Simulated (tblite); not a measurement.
Compound: C₆H₅FNO (doublet state).
Z-matrix (Å and degrees, GFN2-xTB geometry), rows numbered from 1:
```
C 
C   1  1.5011
O   2  1.2074  1  124.30
C   2  1.4946  1  114.98  3  -179.50
F   4  1.3878  2  113.12  1    -7.71
C   4  1.4632  2  122.63  1   145.44
C   6  1.3605  4   65.38  2   105.07
C   7  1.3078  4  141.03  6   170.37
N   8  1.2126  7  163.74  4    88.09
H   1  1.0860  2  109.92  3     0.22
H   1  1.0883  2  109.46  3   121.39
H   1  1.0885  2  109.51  3  -120.95
H   6  1.0572  4  144.95  7   162.34
H   9  1.0107  8  124.40  7  -174.24
```

Method: GFN2-xTB as coded in tblite; computed harmonic values from a numerical Hessian at the method's own geometry, unscaled. Errors from tens to a few hundred cm⁻¹ against measured bands are possible. One conformer, not necessarily the lowest. Open shells enter through the occupations alone, without spin polarisation, and single modes of such species can be off by tens of per cent.

Harmonic wavenumbers (cm⁻¹): 42.6, 74.3, 127.1, 135.3, 184.6, 237.3, 260.9, 300.3, 337.9, 387.3, 429.0, 494.1, 544.2, 570.2, 618.4, 679.5, 757.0, 909.7, 947.2, 978.0, 990.3, 1000.7, 1027.3, 1148.5, 1205.6, 1362.5, 1441.4, 1442.1, 1637.7, 1752.6, 2160.4, 3022.3, 3033.0, 3063.3, 3282.2, 3355.9.

A = 2648, B = 1149, C = 1022 MHz; mass 126.036 u (most abundant isotopes); point group C1, symmetry number 1; spin multiplicity 2.

Q: Zero-point energy?

A: ½Σν̃ = 19970 cm⁻¹ = 57.10 kcal/mol.

Q: What is S at 400 K and 1 bar for an ideal gas of classical rigid rotors and harmonic oscillators?

A: Translation 41.89, rotation 29.90, vibration 38.25, spin (R ln 2) 1.38: S = 111.4 cal/(mol K).

Q: And Cp and H(400 K) − H(0)?

A: Cp = 43.54 cal/(mol K), of which vibrations give 35.59 (their classical limit is 36 R = 71.5); H(400 K) − H(0) = 11.00 kcal/mol without the zero-point energy, 7.82 from vibrations.

Q: Blend soft modes into free rotors: weight 1/[1 + (100 cm⁻¹/ν̃)⁴] for the oscillator and the rest for a rotor with moment μB/(μ + B), μ = h/(8π²ν), B = 10⁻⁴⁴ kg m². What vibrational entropy results?

A: 35.35 cal/(mol K) in place of 38.25, which changes −T·S at 400 K by +1.16 kcal/mol.

Q: Which modes carry the vibrational entropy at 400 K?

A: 42.6 cm⁻¹: 5.72; 74.3 cm⁻¹: 4.62; 127.1 cm⁻¹: 3.56; 135.3 cm⁻¹: 3.44; 184.6 cm⁻¹: 2.84; 237.3 cm⁻¹: 2.36 cal/(mol K); the other 30 give 15.72 together.

Q: What must be added to the electronic energy to get the Gibbs energy at 400 K and 1 bar?

A: ZPE + [H(400 K) − H(0)] − T·S = 57.10 + 11.00 − 44.57 = 23.53 kcal/mol.

Q: How do the functions run with temperature in this model?

A: 
| T (K) | S (cal/(mol K)) | Cp (cal/(mol K)) | H − H(0) (kcal/mol) | G − H(0) (kcal/mol) | ln q(vib) |
| --- | --- | --- | --- | --- | --- |
| 50 | 59.7 | 12.9 | 0.50 | -2.49 | 0.53 |
| 100 | 70.5 | 18.8 | 1.29 | -5.76 | 1.69 |
| 298.15 | 99.6 | 36.7 | 6.90 | -22.81 | 6.85 |
| 373.15 | 108.5 | 41.9 | 9.85 | -30.62 | 8.75 |
| 500 | 121.7 | 48.9 | 15.63 | -45.24 | 11.81 |
| 750 | 143.5 | 58.2 | 29.11 | -78.49 | 17.33 |
| 1000 | 161.1 | 64.0 | 44.43 | -116.63 | 22.20 |

q(vib) and H(0) count from the zero-point level.

Hindered rotation and anharmonicity are outside this model. Other conformers, if any are populated, would add a mixing term that is left out. The structure is chiral; the term R ln 2 for an equal mix with its mirror image is left out.
